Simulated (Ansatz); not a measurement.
Total energies of the cluster K₄H₄ (the lowest singlet isomer of a short search) from Ansatz at PBE-D4/def2-TZVP, gas phase (1 Eh = 27.2114 eV = 2625.5 kJ/mol). The reference geometry is relaxed at r2SCAN-D4/def2-SVP.

```xyz
8

K    -0.6020   -0.8356   -2.0776
K     2.1933   -0.5907    0.4648
K    -0.1922    2.3110   -0.0109
K    -1.3989   -0.8846    1.6241
H     0.1859   -2.2380    0.0105
H    -2.1240    0.5721   -0.4498
H     1.3549    0.8563   -1.5729
H     0.5829    0.8094    2.0119
```

```
                state                       geometry  energy (Eh)
     charge 0 singlet                      reference  -2401.19496
     charge 1 doublet                      reference  -2400.97881
     charge 0 triplet  relaxed at r2SCAN-D4/def2-SVP  -2401.15747
     charge 0 quintet  relaxed at r2SCAN-D4/def2-SVP  -2401.15623
free K atom (doublet)                              –   -599.69080
free H atom (doublet)                              –     -0.49962
```

Q: Work out the vertical ionisation energy to the doublet.

A: E(charge 1 doublet) − E(charge 0 singlet) = -2400.97881 − (-2401.19496) = 0.21615 Eh = 5.88 eV. For comparison, −ε of the highest occupied level is 3.60 eV at this level, 2.28 eV less.

Q: Which of the charge 0 states is lowest, and how far above it are the others?

A: The singlet. triplet: -2401.15747 − (-2401.19496) = 0.03749 Eh = 98.4 kJ/mol; quintet: -2401.15623 − (-2401.19496) = 0.03873 Eh = 101.7 kJ/mol. The quintet has fallen apart, so its energy is that of loose fragments and no spin gap. The triplet differs in its bonds from the reference. The quintet differs in its bonds from the reference.

Q: What is the binding energy per atom against free atoms?

A: Atoms: 4 × (-599.69080) + 4 × (-0.49962) = -2400.76168 Eh. Binding: -2400.76168 − (-2401.19496) = 0.43328 Eh = 11.79 eV, or 1.47 eV for each of 8 atoms (no zero-point energy, no counterpoise term).

At PBE-D4/def2-TZVP the gap within one spin of the charge 1 doublet nearly closes, so an electron or hole may be smeared out by delocalisation error. 

The structure comes from a short search, and lower isomers may exist.
